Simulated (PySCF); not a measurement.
A GIAO shielding run with PySCF 2.14 (density fitting, non-relativistic, gas phase) on `CCCO[Si@@H]([SiH3])C#N`, C₄H₁₁NOSi₂:

```
$ OMP_NUM_THREADS=1 python probes_run.py task.json out

{"job": {"kind": "nmr", "xc": "PBE0", "basis": "pcSseg-1"}, "charge": 0, "multiplicity": 1}
C     -3.302731    -0.374597     0.038699
C     -1.841913    -0.774330    -0.115530
C     -0.910957     0.276056     0.477363
O      0.419486    -0.138775     0.328569
Si     1.807211     0.593456     0.726309
Si     3.379097    -0.850565    -0.122944
C      1.856326     2.295191    -0.074536
N      1.880742     3.316259    -0.595848
H     -3.559414    -0.261879     1.089665
H     -3.494280     0.570855    -0.463344
H     -3.948757    -1.133145    -0.395182
H     -1.657636    -1.726214     0.386481
H     -1.596204    -0.900886    -1.171619
H     -1.129898     0.420988     1.542220
H     -1.050361     1.238692    -0.028862
H      1.821459     0.981455     2.149172
H      3.265439    -2.197907     0.443445
H      3.350693    -0.987342    -1.581582
H      4.701893    -0.338061     0.242747
```

Hardware: 1 thread of an Arm Neoverse V1, shared host. The job also computes population analyses, field gradients.

(1) How large is the calculation?

(2) How long does it take, and how much memory does it need?

## Answers

(1) 78 electrons, 205 basis functions and 1105 auxiliary functions.

(2) 39 s of wall time, with 14 SCF cycles and 5 response iterations; peak memory 0.92 GiB. Times on a shared host scatter by some tens of per cent.
